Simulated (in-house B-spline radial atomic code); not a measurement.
## Ionising Sm III (Sm2+) with different functionals

Computed with a radial B-spline atomic code at the basis-set limit: scalar-relativistic (spin-free X2C) Hamiltonian, Fermi nucleus of rms radius 5.0819 fm, spin-polarised at highest spin, spherical fractional occupations for the functionals, and exact exchange of hybrids averaged over the configuration. The ionisation energy is the difference of two self-consistent energies, [Xe] 4f6 → [Xe] 4f5, without Breit or QED terms; ε is the level of the shell that loses the electron (its least bound occupied spin orbital). There is no spin-orbit coupling in this Hamiltonian.

```json
{"method": "PBE0", "rung": "global hybrid", "ΔSCF (eV)": "24.64", "-ε(4f) (eV)": "19.53"}
{"method": "B3LYP", "rung": "global hybrid", "ΔSCF (eV)": "24.72", "-ε(4f) (eV)": "19.00"}
{"method": "TPSSh", "rung": "global hybrid", "ΔSCF (eV)": "?", "-ε(4f) (eV)": "?"}
{"method": "BHandHLYP", "rung": "global hybrid", "ΔSCF (eV)": "23.87", "-ε(4f) (eV)": "21.93"}
{"method": "r2SCAN0", "rung": "global hybrid", "ΔSCF (eV)": "24.74", "-ε(4f) (eV)": "19.61"}
{"method": "B97-1", "rung": "global hybrid", "ΔSCF (eV)": "24.65", "-ε(4f) (eV)": "19.03"}
{"method": "HSE06", "rung": "range-separated hybrid", "ΔSCF (eV)": "24.59", "-ε(4f) (eV)": "19.07"}
{"method": "wB97X", "rung": "range-separated hybrid", "ΔSCF (eV)": "24.47", "-ε(4f) (eV)": "21.81"}
{"method": "CAM-B3LYP", "rung": "range-separated hybrid", "ΔSCF (eV)": "24.62", "-ε(4f) (eV)": "20.90"}
{"method": "LC-wPBE", "rung": "range-separated hybrid", "ΔSCF (eV)": "?", "-ε(4f) (eV)": "?"}
```

(1) What does TPSSh give?

(2) What does LC-wPBE give?

(3) Among the functionals, which spreads more, the ΔSCF values or the orbital energies?

(4) How do they compare with the NIST value?

Results:

(1) ΔSCF 24.83 eV, and -ε(4f) = 17.86 eV.

(2) ΔSCF 24.80 eV, and -ε(4f) = 22.00 eV.

(3) The orbital energies: ΔSCF values span about 0.95 eV and the orbital energies 4.14 eV; here energy differences depend much less on the functional than eigenvalues do.

(4) NIST lists 23.55 eV ± 0.08 (semi-empirical, ground level to ground level). Errors run from +0.32 to +1.28 eV; BHandHLYP is closest (+0.32 eV), but part of that can be cancellation, since the calculations leave out spin-orbit coupling, Breit-QED terms, multiplet and fine-structure energies.
